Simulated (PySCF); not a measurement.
**[Dy(NH2)3]− at several levels of theory**

Computed with PySCF 2.14.0 (density fitting, no spin-orbit coupling) at the geometry relaxed with PBE0:

```xyz
10
[Dy(NH2)3]− (singlet in the valence; each metal's 4f electrons, 10 of them, lie in its core potential, out of spins and levels)
Dy    0.0196   -0.0015    0.0189
N     2.4050   -0.0054   -0.2112
H     3.0448   -0.8029   -0.2778
H     3.0344    0.8018   -0.2548
N    -1.1957    2.0629    0.0199
H    -2.2133    2.1776    0.0509
H    -0.8550    3.0261   -0.0552
N    -1.1911   -2.0591    0.2055
H    -2.2034   -2.1757    0.3103
H    -0.8455   -3.0237    0.1937
```

```tsv
level	basis	state	HOMO (eV)	gap (eV)	charge on Dy1 (e)	population of f-type functions on Dy1 (polarisation alone where 4f lies in the core)	dipole about the centre of mass (D)	largest force component (eV/Å)
PBE0	Dy lcecp-0-SVP with ECP56, N def2-SVP, H def2-SVP	singlet	–	–	0.41	0.02	0.05	0.02
B3LYP	the same	singlet	–	–	0.32	0.02	0.05	0.14
PBE0	Dy lcecp-0-TZVP with ECP56, N def2-TZVP, H def2-TZVP	singlet	–	–	1.11	0.03	0.06	0.48
```

In the lcecp rows the 4f levels are missing from HOMO and gap, and the state counts the valence alone.

Charges are Mulliken's, which hang on the basis. The relaxation used the grid (50, 194), these runs (75, 302) or, all-electron (x2c bases, spin-free X2C Hamiltonian), (99, 590).

Question: What does CAM-B3LYP with Dy lcecp-0-SVP with ECP56, N def2-SVP, H def2-SVP give here?

Answer: state singlet, charge on Dy1 (e) 0.39, population of f-type functions on Dy1 (polarisation alone where 4f lies in the core) 0.02, dipole about the centre of mass (D) 0.05, largest force component (eV/Å) 0.04. Time: 7.4 s on 2 threads of Arm Neoverse V1, on a shared host, from an already converged density.

An lcecp potential fixes the number of 4f electrons, so in runs with it no electron can move into or out of that shell; real Dy(II) is rare or takes another configuration.
